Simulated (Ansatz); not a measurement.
Reaction (cleavage of the B–Si bond): `B[SiH]1BO1` + `CB(N)N` → `BNB(C)N` + `B1O[SiH2]1`

Program: Ansatz. Geometries: PBE0-D4/def2-TZVP. ΔE: electronic, gas phase. CBS: MP2 limit from def2 TZ/QZ plus the TZ coupled-cluster correction, frozen cores. DFT in def2-TZVPP. One conformer a species, not always the lowest.

| level | ΔE (kJ/mol) |
| --- | --- |
| BHLYP-D4 | -141.9 |
| PBE | -119.1 |

Q: What does CCSD(T)/CBS give? (Estimate.)

A: Computed: -136.9 kJ/mol. The listed levels differ from it by -5.0, 17.8 kJ/mol.

Largest T1 diagnostic among the species: 0.021, so the coupled-cluster value is less sure than usual.

From BLYP to BHLYP (50 % exact exchange), in def2-TZVPP and without D4, ΔE moves by −15.4 kJ/mol. At CCSD(T), def2-SVP lies −17.7 kJ/mol from the extrapolated value and def2-TZVPP −2.1 kJ/mol.
